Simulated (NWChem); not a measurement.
System: PbH₂SO, singlet; SMILES [OH][Pb][SH]

The following NWChem deck was run.

```
start job
memory heap 200 mb stack 900 mb global 1100 mb
geometry units angstroms noautoz
  Pb    -0.263109    -0.399538    -0.001451
  O      1.705725    -1.130303     0.000361
  H      2.382033    -0.441114     0.000182
  S      0.379149     2.086606    -0.003332
  H     -0.911818     2.488644    -0.004495
end
basis spherical
  Pb library def2-svp
  O library def2-svp
  H library def2-svp
  S library def2-svp
end
ecp
  Pb library def2-ecp
end
dft
  xc slater vwn_5
  iterations 150
  mulliken
end
task dft energy
```

Excerpt of the output:

```
             Northwest Computational Chemistry Package (NWChem) 7.3.0
             --------------------------------------------------------

 CS  symmetry detected

                             Geometry "geometry" -> ""
                             -------------------------

 Output coordinates in angstroms (scale by  1.889725989 to convert to a.u.)

  No.       Tag          Charge          X              Y              Z
 ---- ---------------- ---------- -------------- -------------- --------------
    1 Pb                  82.0000    -0.22791218    -0.36242720     0.00000000
    2 O                    8.0000     1.79848869    -0.91381417     0.00000000
    3 H                    1.0000     2.41031329    -0.16679029     0.00000000
    4 S                   16.0000     0.18896340     2.17127082     0.00000000
    5 H                    1.0000    -1.13283862     2.45600074     0.00000000

 Effective nuclear repulsion energy (a.u.)     500.5486536795

      Symmetry information
      --------------------

 Group name             Cs
 Group number              2
 Group order               2
 No. of unique centers     5

                                 NWChem DFT Module
                                 -----------------

 Summary of "ao basis" -> "ao basis" (spherical)
 ------------------------------------------------------------------------------
       Tag                 Description            Shells   Functions and Types
 ---------------- ------------------------------  ------  ---------------------
 Pb                         def2-svp                10       26   4s4p2d
 O                          def2-svp                 6       14   3s2p1d
 H                          def2-svp                 3        5   2s1p
 S                          def2-svp                 8       18   4s3p1d

      Symmetry analysis of basis
      --------------------------

        a'         49
        a"         19

            General Information
            -------------------
          SCF calculation type: DFT
          Wavefunction type:  closed shell.
          No. of atoms     :     5
          No. of electrons :    48
           Alpha electrons :    24
            Beta electrons :    24
          Charge           :     0
          Spin multiplicity:     1
          Use of symmetry is: on ; symmetry adaption is: on
          Maximum number of iterations: 150
          AO basis - number of functions:    68
                     number of shells:    30
          Convergence on energy requested:  1.00D-06
          Convergence on density requested:  1.00D-05
          Convergence on gradient requested:  5.00D-04

              XC Information
              --------------
                        Slater Exchange Functional  1.000 local
                      VWN V Correlation Functional  1.000 local

             Grid Information
             ----------------
          Grid used for XC integration:  medium
          Radial quadrature: Mura-Knowles
          Angular quadrature: Lebedev.
          Tag              B.-S. Rad. Rad. Pts. Rad. Cut. Ang. Pts.
          ---              ---------- --------- --------- ---------
          Pb                  1.80      123          10.0       590
          O                   0.60       49          11.0       434
          H                   0.35       45          11.0       434
          S                   1.00       88          10.0       590
          Grid pruning is: on
          Number of quadrature shells:   350
          Spatial weights used:  Erf1

      Superposition of Atomic Density Guess
      -------------------------------------

 Sum of atomic energies:        -692.39712361

      Non-variational initial energy
      ------------------------------

 Total energy =    -665.024930
 1-e energy   =   -1306.285461
 2-e energy   =     482.231597
 HOMO         =      -0.288647
 LUMO         =      -0.039115

      Symmetry analysis of molecular orbitals - initial
      -------------------------------------------------

  Numbering of irreducible representations:

     1 a'          2 a"

  Orbital symmetries:

     1 a'          2 a'          3 a'          4 a'          5 a'
     6 a"          7 a'          8 a'          9 a'         10 a"
    11 a'         12 a'         13 a'         14 a"         15 a'
    16 a"         17 a'         18 a'         19 a'         20 a'
    21 a"         22 a'         23 a"         24 a'         25 a"
    26 a'         27 a'         28 a'         29 a'         30 a'
    31 a'         32 a"         33 a'         34 a'

     ---------------------------------------------
      Total Density - Mulliken Population Analysis
     ---------------------------------------------

    Atom       Charge   Shell Charges
 -----------   ------   -------------------------------------------------------
    1 Pb  22    20.76   2.99 -0.94  1.20  0.69  3.37  2.61  0.49  0.29  9.74  0.32
    2 O    8     9.04   1.99  1.12  0.70  3.13  2.09  0.00
    3 H    1     0.68   0.53  0.08  0.06
    4 S   16    16.73   2.00  1.99  1.21  0.66  5.94  1.85  3.05  0.02
    5 H    1     0.80   0.58  0.19  0.03

[...]
```

Level: LDA (Slater exchange, VWN5)/def2-SVP with def2 effective core potentials on Pb. Low-valent species are run as closed-shell singlets; no triplet was tried in these runs. All runs use the structure optimised with PBE0/def2-SVP. def2 effective core potentials on Pb; no spin-orbit coupling.
